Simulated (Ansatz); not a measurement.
Cost and result for the atomization energy of CH7B2N, SMILES `BN(B)C` (11 atoms, 10 bonds).

```
atom    x (Å)    y (Å)    z (Å)
  B1  -0.2929  -1.4498   0.2757
  N2  -0.1190  -0.0583   0.0677
  B3  -1.1011   0.8673   0.5101
  C4   1.0774   0.4469  -0.6072
  H5   0.5502  -2.2102  -0.1069
  H6  -1.2783  -1.8314   0.8290
  H7  -0.9263   2.0374   0.3199
  H8  -2.0771   0.4595   1.0605
  H9   0.8068   1.0000  -1.5085
 H10   1.7266  -0.3817  -0.8880
 H11   1.6338   1.1203   0.0475
```

Total charge 0; spin multiplicity 1. All single points use the PBE0-D4/def2-TZVP geometry. Program: Ansatz. Hardware: A = 2 threads of an AMD EPYC 7R13 on a shared host; B = 2 threads of an AMD EPYC 7R13 on a shared host and a share of an NVIDIA H100 80 GB. Times are those of one run each, without the atoms' runs, and a repeat can differ threefold. Electronic energies, without spin–orbit coupling; frozen cores. CCSD(T)/CBS extrapolates def2-TZVPP and def2-QZVPP, and its time is that of the two runs behind it. T1 = 0.011. B3LYP takes the VWN-RPA correlation (the form of Gaussian; ORCA's B3LYP/G). HSE06 is the plane-wave form, built on full-range PBE exchange.

CCSD(T)/CBS is a level of theory with its own doubt, some kJ/mol a heavy atom from the limit and from the frozen cores, so smaller differences don't rank the functionals.

| level | functions | wall time |
| --- | --- | --- |
| BHLYP-D4/def2-TZVPP [A] | 222 | 2.1 s |
| PBE-D4/def2-TZVPP (with forces) [A] | 222 | 2.2 s |
| PBE0-D4/def2-TZVPP [A] | 222 | 2.2 s |
| HSE06-D4/def2-TZVPP [A] | 222 | 2.4 s |
| CAM-B3LYP-D4/def2-TZVPP [A] | 222 | 2.5 s |
| CCSD(T)/def2-SVP [A] | 91 | 2.6 s |
| B3LYP-D4/def2-TZVPP (with forces) [A] | 222 | 3.4 s |
| r2SCAN-D4/def2-TZVPP (with forces) [A] | 222 | 3.6 s |
| CCSD(T)/def2-TZVPP [B] | 222 | 5.5 s |
| ωB97X-V/def2-TZVPP [A] | 222 | 6 s |
| ωB97M-V/def2-TZVPP (with forces) [A] | 222 | 8 s |
| CCSD(T)/def2-QZVPP [B] | 438 | 36 s |
| CCSD(T)/CBS(def2) | – | 41 s |

(1) What atomization energy does each give, and how far from CCSD(T)/CBS? (Estimate.)

## Answers

(1) Computed: 
```tsv
level	atomization (kJ/mol)	difference from CCSD(T)/CBS	per bond
BHLYP-D4/def2-TZVPP [A]	4064.9	-26.9	-2.7
PBE-D4/def2-TZVPP (with forces) [A]	4176.2	84.4	8.4
PBE0-D4/def2-TZVPP [A]	4130.3	38.5	3.8
HSE06-D4/def2-TZVPP [A]	4132.9	41.1	4.1
CAM-B3LYP-D4/def2-TZVPP [A]	4163.5	71.7	7.2
CCSD(T)/def2-SVP [A]	3935.5	-156.3	-15.6
B3LYP-D4/def2-TZVPP (with forces) [A]	4147.9	56.1	5.6
r2SCAN-D4/def2-TZVPP (with forces) [A]	4123.7	31.9	3.2
CCSD(T)/def2-TZVPP [B]	4007.6	-84.2	-8.4
ωB97X-V/def2-TZVPP [A]	4126.9	35.1	3.5
ωB97M-V/def2-TZVPP (with forces) [A]	4138.4	46.6	4.7
CCSD(T)/def2-QZVPP [B]	4057.7	-34.1	-3.4
CCSD(T)/CBS(def2)	4091.8	0.0	0.0
```

Leaving LDA and LC-ωPBE aside and taking each functional with its dispersion term where it has one, the values spread over 111.3 kJ/mol, from BHLYP-D4 to PBE-D4. LDA lies +470.6 kJ/mol from PBE without D4, its usual overbinding. At CCSD(T), def2-SVP lies −156.3 kJ/mol from the extrapolated value and def2-TZVPP −84.2 kJ/mol: correlation converges slowly with the basis, and small sets miss more of it in the bonded molecule than in its fragments. The D4 term adds +26.9 kJ/mol with B3LYP and +14.0 kJ/mol with PBE0; it sums over pairs of atoms, weighted by their polarisabilities, and B3LYP, whose exchange is more repulsive, gets the larger term.
